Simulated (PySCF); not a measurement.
**Relaxation of doublet IS₂**

These are results of UPBE0 in PySCF with I def2-TZVP with ECP28, S def2-TZVP; scalar-relativistic core potentials, no spin–orbit coupling; density-fitted integrals, not measurements. A (50,194) grid was used.

A hand-made bent start, of C2v symmetry, held to at least that symmetry:

```xyz
3
charge 0 multiplicity 2, angstrom
I     0.0000    0.0000   -0.4286
S     1.8267    0.0000    0.8505
S    -1.8267    0.0000    0.8505
```

(1) What forces act on the atoms at the start (eV/Å)?

(2) What does it relax to?

(3) How much energy is released, and in how many steps?

Results:

(1) 
| atom | Fx | Fy | Fz |
| --- | --- | --- | --- |
| I1 | 0.00 | 0.00 | -0.30 |
| S2 | 0.56 | 0.00 | 0.15 |
| S3 | -0.56 | 0.00 | 0.15 |

(2) It ends at C2v with I–S 2.257 Å (×2); S–I–S 114.6°. A frequency run shows a minimum. Other isomers or separated fragments may lie lower.

(3) 3.0 kJ/mol in 3 steps.

With an element this heavy the missing spin–orbit coupling can shift these numbers.
